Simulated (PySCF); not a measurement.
Compound: C₇H₁₄OSi.
Geometry (PBE0-D3(BJ)/def2-SVP, Å), atoms numbered from 1 in this order:
```xyz
23
C7H14OSi angstrom
C     -1.3151   -0.5940    2.6610
C     -0.4661   -0.3320    1.6565
C     -0.7682   -0.3983    0.2247
C      0.2107   -0.2587   -0.6917
C      1.6688   -0.0370   -0.4291
O      2.3118    0.2624   -1.6423
Si     3.9350    0.6100   -1.7611
C     -2.1955   -0.6034   -0.2157
C     -3.0666    0.6403   -0.0563
H     -0.9917   -0.5256    3.7022
H     -2.3526   -0.8909    2.4866
H      0.5587   -0.0500    1.9221
H     -0.0361   -0.3227   -1.7568
H      1.8137    0.7864    0.2996
H      2.1162   -0.9421    0.0322
H      4.2059    0.8754   -3.1988
H      4.2821    1.8118   -0.9379
H      4.7646   -0.5410   -1.2821
H     -2.1957   -0.9162   -1.2713
H     -2.6381   -1.4422    0.3486
H     -4.1004    0.4432   -0.3788
H     -2.6736    1.4692   -0.6647
H     -3.0983    0.9843    0.9880
```

Level of theory: PBE0-D3(BJ)/def2-SVP geometry optimisation, gas phase in PySCF 2.14.0.

Masses are those of the commonest isotopes; rigid-rotor values at the optimised geometry. The values belong to one conformer with, in the numbering `[CH2:1]=[CH:2]/[C:3](=[CH:4]\[CH2:5][O:6][SiH3:7])[CH2:8][CH3:9]`, C1–C2–C3–C4 -172°, C3–C4–C5–O6 -171°, C4–C5–O6–Si7 178°, C2–C3–C8–C9 74°.

Question: What are A, B and C (GHz)?

Answer: Ia = 172.01, Ib = 1019.46, Ic = 1140.19 u·Å²; 505379 MHz·u·Å²/I gives 2938, 495.7 and 443.2 MHz, that is A = 2.9380, B = 0.4957, C = 0.4432 GHz.

Question: What kind of rotor is it?

Answer: A near-prolate asymmetric top; Ray's κ = -0.958.

Question: What does the inertial defect say?

Answer: Not planar: Δ = Ic − Ia − Ib = -51.28 u·Å². For a rigid frame Δ = −2 Σ m c², so Σ m c² = 25.64 u·Å² lies off the ab plane: 11.97 from hydrogen and 13.67 from heavier atoms. The atom farthest from that plane is 1.52 Å away.

Question: Give the other two planar moments, Paa and Pbb, and the rms extents of the mass along the axes.

Answer: Paa = Σ m a² = (Ib + Ic − Ia)/2 = 993.82 and Pbb = Σ m b² = (Ia + Ic − Ib)/2 = 146.37 u·Å². With the mass M = 142.08 u, the rms extents √(P/M) along a, b and c are 2.64, 1.01, 0.42 Å.

Question: Which lines would a microwave search look for?

Answer: The dipole components are |μa| = 0.37 D, |μb| = 0.78 D, |μc| = 0.09 D. Intensities carry the squares of the components, which stand as 0.23 : 1.00 : 0.01 (a : b : c). Some lines, for components of 0.1 D or more:

| type | branch | J(Ka,Kc) | MHz | lower level (cm⁻¹) |
| --- | --- | --- | --- | --- |
| a | R | 1(0,1) ← 0(0,0) | 939 | 0.000 |
| a | R | 2(1,2) ← 1(1,1) | 1825 | 0.113 |
| a | R | 2(0,2) ← 1(0,1) | 1877 | 0.031 |
| a | R | 2(1,1) ← 1(1,0) | 1930 | 0.115 |
| b | Q | 1(1,0) ← 1(0,1) | 2495 | 0.031 |
| b | Q | 2(1,1) ← 2(0,2) | 2548 | 0.094 |
| b | R | 1(1,1) ← 0(0,0) | 3381 | 0.000 |
| b | R | 2(1,2) ← 1(0,1) | 4268 | 0.031 |
| b | Q | 2(2,0) ← 2(1,1) | 7328 | 0.179 |
| b | Q | 2(2,1) ← 2(1,2) | 7484 | 0.174 |
| b | R | 2(2,1) ← 1(1,0) | 9257 | 0.115 |
| b | R | 2(2,0) ← 1(1,1) | 9311 | 0.113 |

Stationary, but not proved a minimum. Zero-point vibration and centrifugal distortion are left out. A rigid rotor knows nothing of internal rotation, which can split or shift real lines.
